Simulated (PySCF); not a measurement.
O₂Se, triplet (typed; the unrestricted solution is spin-contaminated), at a GFN2-xTB geometry (a higher spin typed on purpose: for a closed-shell molecule this is an excited state); HF/6-31G (PySCF).

Here is a job for PySCF.
```python
from pyscf import gto, scf

mol = gto.M(
    atom='''
O    -1.39321454    0.52551246    0.02865993
Se    0.01391937   -0.27854277   -0.02333375
O     1.33405721    0.65829433    0.07050850
''',
    basis='6-31g',
    spin=2,
    verbose=3,
)

mf = scf.UHF(mol)
mf.kernel()
mo_i, mo_e, stable_i, stable_e = mf.stability(internal=True, external=True, return_status=True, nroots=6, tol=1e-6)
print('internally stable:', stable_i, ' externally stable:', stable_e)
if not stable_i:
    umf = mf.copy()
    umf.scf_summary = {}
    umf.kernel(umf.make_rdm1(mo_i, mf.mo_occ))
mf.analyze()
```

Output, abridged:

```
converged SCF energy = -2548.92759507938  <S^2> = 2.1212118  2S+1 = 3.0797479
<class 'pyscf.scf.uhf.UHF'> wavefunction has an internal instability
<class 'pyscf.scf.uhf.UHF'> wavefunction has an real -> complex instability
<class 'pyscf.scf.uhf.UHF'> wavefunction has an UHF/UKS -> GHF/GKS instability
internally stable: False  externally stable: False
converged SCF energy = -2548.9517613585  <S^2> = 2.0359539  2S+1 = 3.0238743
**** MO energy ****
                             alpha | beta                alpha | beta
MO #1   energy= -460.969859494333  | -460.967152246766  occ= 1 | 1
MO #2   energy= -60.8053457525456  | -60.803448923396   occ= 1 | 1
MO #3   energy= -54.4114789144986  | -54.4084573960944  occ= 1 | 1
MO #4   energy= -54.4089865263199  | -54.4066885152048  occ= 1 | 1
MO #5   energy= -54.407183169978   | -54.4031964244364  occ= 1 | 1
MO #6   energy= -20.658863356484   | -20.624357928582   occ= 1 | 1
MO #7   energy= -20.6588581056678  | -20.6243338614596  occ= 1 | 1
MO #8   energy= -9.07296542416854  | -9.06685853381059  occ= 1 | 1
MO #9   energy= -6.80639707587772  | -6.80699945790723  occ= 1 | 1
MO #10  energy= -6.80429896433618  | -6.79775720096415  occ= 1 | 1
MO #11  energy= -6.80246258505648  | -6.78590775265056  occ= 1 | 1
MO #12  energy= -2.77363685663912  | -2.77376669104881  occ= 1 | 1
MO #13  energy= -2.77205638870682  | -2.77001756682708  occ= 1 | 1
MO #14  energy= -2.76698370777147  | -2.76310402935961  occ= 1 | 1
MO #15  energy= -2.7666350201309   | -2.75866663394206  occ= 1 | 1
MO #16  energy= -2.76652825380689  | -2.75794284856693  occ= 1 | 1
MO #17  energy= -1.47818762882454  | -1.38447217259352  occ= 1 | 1
MO #18  energy= -1.40693140865648  | -1.29847454082634  occ= 1 | 1
MO #19  energy= -0.926278536280533 | -0.807438830995529 occ= 1 | 1
MO #20  energy= -0.697210592628496 | -0.596786644765129 occ= 1 | 1
MO #21  energy= -0.690369772012306 | -0.571860778026282 occ= 1 | 1
MO #22  energy= -0.666623485855331 | -0.564935942220083 occ= 1 | 1
MO #23  energy= -0.612592599724916 | -0.469428780391795 occ= 1 | 1
MO #24  energy= -0.554680391737098 | -0.41536796664402  occ= 1 | 1
MO #25  energy= -0.544639842567094 | -0.051767209339582 occ= 1 | 0
MO #26  energy= -0.40576774098033  | 0.00157374177182312 occ= 1 | 0
MO #27  energy= 0.123827651072886  | 0.159930797419795  occ= 0 | 0
MO #28  energy= 0.13047434909179   | 0.193581782676042  occ= 0 | 0
MO #29  energy= 0.280343412427355  | 0.299999857087192  occ= 0 | 0
MO #30  energy= 0.334223161763773  | 0.373448405185989  occ= 0 | 0
MO #31  energy= 0.41070444643099   | 0.442588323507411  occ= 0 | 0
MO #32  energy= 0.493312994992666  | 0.515568332717286  occ= 0 | 0
MO #33  energy= 1.0941480814941    | 1.15005676912741   occ= 0 | 0
MO #34  energy= 1.0968962574692    | 1.16405078199949   occ= 0 | 0

To work with the spin densities directly, `use mulliken_meta_spin()` only printing them here.

 ** Mulliken spin pop alpha/beta on meta-lowdin orthogonal AOs **
 ** Mulliken Spin Density (per atom)  **
spin density of  0 O =      0.70015
spin density of  1 Se =      0.59970
spin density of  2 O =      0.70015
 ** Mulliken pop alpha/beta on meta-lowdin orthogonal AOs **
 ** Mulliken atomic charges   ( Nelec_alpha | Nelec_beta ) **
charge of  0O =     -0.58412  (     4.64214      3.94199 )
charge of  1Se =      1.16825  (    16.71572     16.11603 )
charge of  2O =     -0.58412  (     4.64214      3.94199 )
Dipole moment(X, Y, Z, Debye):  0.12991, -2.59992, -0.21780
```
